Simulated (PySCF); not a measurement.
## Cl²⁺: excitation energy

Cl²⁺ [Ne] 3s2 3p3 (4S) → Cl²⁺ [Ne] 3s2 3p2 3d1 (high-spin determinant), as a difference of total energies. All numbers are calculated (PySCF 2.14, no relativity, point nucleus, in aug-cc-pwCVTZ (8s7p5d3f, 75 functions)). Correlated levels: valence: [Ne] frozen; valence and next inner shell: 1s2 frozen; nothing frozen. The calculations carry no spin-orbit coupling.

| method | excitation energy (eV) |
| --- | --- |
| UHF | 19.410 |
| LDA | 17.907 |
| PBE | 17.847 |
| PBE0 | 18.305 |
| r2SCAN | 18.520 |
| BP86 | 17.847 |
| wB97X | 18.535 |
| TPSSh | 18.178 |
| revPBE | 17.849 |
| MP2 (valence) | 18.860 |
| SCS-MP2 (valence) | 18.812 |
| MP2 (valence and next inner shell) | 18.836 |
| SCS-MP2 (valence and next inner shell) | 18.802 |
| MP2 (all electrons) | 18.838 |
| SCS-MP2 (all electrons) | 18.803 |

Question: How much does correlation contribute at MP2 (all electrons)?

Answer: 18.838 − (19.410) = -0.572 eV, measured against UHF.

A first-order spin-orbit estimate (lowest level to lowest level, LS coupling) adds -0.064 eV.

The promoted electron is Rydberg-like, and one or two diffuse shells describe it only roughly, which tends to raise the upper state.

The determinant of the upper state mixes LS terms, which raises its energy above the lowest term, most at the Hartree-Fock and MP2 levels.
